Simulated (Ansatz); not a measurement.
Cartesian coordinates in Å:
```
F 2.049 1.273 0.421
Si 0.510 1.092 0.081
O 0.110 0.247 -1.214
Sn -0.579 -1.096 0.328
H -0.117 2.405 0.345
H 0.261 -2.557 0.047
H -2.234 -1.364 -0.008
```

The species carries charge 0 and has multiplicity 1. Sn: def2 effective core potential.

Problem. List the B3LYP/def2-TZVPP orbital energies in eV (the Gaussian-basis code of Ansatz). (Best estimate.)

Solution. Computed: Occupied: -1800.74, -671.95, -520.16, -145.08, -139.17, -100.47, -100.42, -100.35, -94.12, -93.94, -93.92, -32.92, -28.55, -28.27, -28.24, -28.16, -28.08, -25.89, -15.22, -14.17, -12.93, -12.59, -12.17, -10.45, -10.00, -9.65, -8.55, -6.87. Lowest empty: -2.15, -0.98, -0.24, 0.85, 1.13, 1.52, 2.08, 2.69.

B3LYP here is the variant with VWN-RPA as its local correlation; programs differ in this.
